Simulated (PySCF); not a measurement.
C7H11FSi.
Z-matrix (Å and degrees, PBE0-D3(BJ)/def2-SVP geometry), rows numbered from 1:
```
C 
C   1  1.3337
C   2  1.4865  1  124.62
F   3  1.3891  2  111.26  1    -9.05
Si  3  1.9160  2  112.64  1   111.00
C   5  1.8987  3  111.07  2    67.09
C   6  1.5082  5  101.52  3   100.19
C   7  1.3424  6  119.24  5    10.63
C   8  1.5072  7  119.20  6    -0.22
H   1  1.0921  2  121.17  3  -178.99
H   1  1.0927  2  120.75  3     1.69
H   2  1.0968  1  120.37  3   178.64
H   3  1.1078  2  109.77  1  -128.45
H   5  1.4921  3  107.71  2   -60.93
H   6  1.1051  5  112.10  3  -141.03
H   6  1.1031  5  114.16  3   -20.80
H   7  1.0958  6  119.93  5  -170.33
H   8  1.0959  7  120.81  6   179.02
H   9  1.1045  5  112.73  3   139.20
H   9  1.1031  5  112.49  3    19.37
```

Method: PySCF 2.14.0, density-fitted response routines, TDDFT B3LYP/def2-SVPD, vertical, gas phase, core orbitals frozen in the response.

Task: Predict the UV-vis stick spectrum at this level.

Result: 

| state | E (eV) | ν̃ (cm⁻¹) | f | \|μ\| (D) | main configurations (H = HOMO, L = LUMO) |
| --- | --- | --- | --- | --- | --- |
| S1 | 5.97 | 48140 | 0.060 | 1.62 | H→L (84%), H-1→L (8%) |
| S2 | 6.24 | 50320 | 0.014 | 0.77 | H→L+1 (49%), H-1→L (37%) |
| S3 | 6.36 | 51260 | 0.0048 | 0.45 | H→L+2 (80%), H-1→L+2 (9%) |
| S4 | 6.47 | 52200 | 0.084 | 1.85 | H→L+3 (41%), H→L+1 (20%), H-1→L (17%) |
| S5 | 6.55 | 52800 | 0.114 | 2.15 | H-1→L+2 (28%), H→L+3 (23%), H-1→L (15%) |
| S6 | 6.77 | 54600 | 0.115 | 2.11 | H-1→L+2 (33%), H→L+3 (24%), H→L+4 (14%) |
| S7 | 6.85 | 55260 | 0.0033 | 0.36 | H→L+4 (58%), H-1→L+2 (23%) |
| S8 | 6.95 | 56040 | 0.063 | 1.54 | H-1→L+1 (40%), H-2→L+1 (16%), H-2→L (11%) |
| S9 | 7.00 | 56420 | 0.075 | 1.68 | H-1→L+3 (63%), H-2→L+1 (12%) |
| S10 | 7.04 | 56820 | 0.063 | 1.53 | H-2→L (32%), H-2→L+1 (26%), H-1→L+1 (25%) |

Triplets, Tamm–Dancoff:

```
state  E (eV)  λ (nm)  main configurations (H = HOMO, L = LUMO)
   T1    4.27   290.2     H→L (53%), H-1→L (21%), H-1→L+1 (13%)
   T2    4.31   287.9   H→L+1 (44%), H-1→L+1 (32%), H-1→L (19%)
   T3    6.02   205.9     H→L (38%), H-1→L (28%), H-1→L+1 (11%)
   T4    6.21   199.5     H→L+3 (25%), H→L+1 (24%), H-1→L (12%)
```

The lowest singlet comes at 208 nm (576 kJ/mol) in the ultraviolet; it is of moderate strength; its leading configuration is HOMO→LUMO (84%). The largest oscillator strength of a single state is 0.115. Löwdin shares by element: HOMO carbon 56% or more (atoms not listed hold the other 44%); LUMO carbon 56% or more, silicon 8% (atoms not listed hold the other 36%). The listed states span 1.08 eV, and the widest gap between neighbours is 0.27 eV (S1 to S2). The oscillator strengths of these states sum to 0.595; summed over the whole spectrum of an exact calculation they would give the number of electrons, 76 (Thomas–Reiche–Kuhn). Weighted by f, the mean energy of these states is 6.67 eV. The vertical ionisation energy (ΔSCF) is 8.63 eV, 1.59 eV above S10. Only the lowest 10 singlets were computed, as vertical energies without vibronic structure.

On one thread, Arm Neoverse V1 (aarch64) (shared host), this took 5.1 min of wall time (with the writing of density and orbital grids) and 1.2 GiB of memory at its peak.

One conformer stands for the species.
